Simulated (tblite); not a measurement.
Isomers of C4H8SSi2. Method: GFN2-xTB as coded in tblite; computed harmonic values from a numerical Hessian at the method's own geometry, unscaled. Errors from tens to a few hundred cm⁻¹ against measured bands are possible. Modes of hydrogen on silicon can be 10 to 20 % off. One conformer each.

Electronic energies: GFN2-xTB at the same geometries; isomer energies are rough at this level and their order can be wrong.

```csv
SMILES,"electronic energy, lowest = 0 (kJ/mol)"
[SiH3][SiH2]c1cccs1,57.0
C=C1C=C(S[SiH3])[SiH2]1,113.2
[SiH3]S[SiH]1C=CC=C1,0.0
```

Q: How do GFN2-xTB zero-point energies change the relative energies?

A: 
```
                 SMILES  ZPE (kJ/mol)  of it from modes above 1550 cm⁻¹  electronic (kJ/mol)  with ZPE, lowest = 0 (kJ/mol)  lowest mode (cm⁻¹)  rings
   [SiH3]S[SiH]1C=CC=C1         259.1                             138.7                  0.0                            0.0                  11      1
    [SiH3][SiH2]c1cccs1         249.9                             122.6                 57.0                           47.8                  14      1
C=C1C=C(S[SiH3])[SiH2]1         248.5                             134.4                113.2                          102.6                  38      1
```

The zero-point energies span 10.6 kJ/mol, from `C=C1C=C(S[SiH3])[SiH2]1` to `[SiH3]S[SiH]1C=CC=C1`. The order is unchanged.
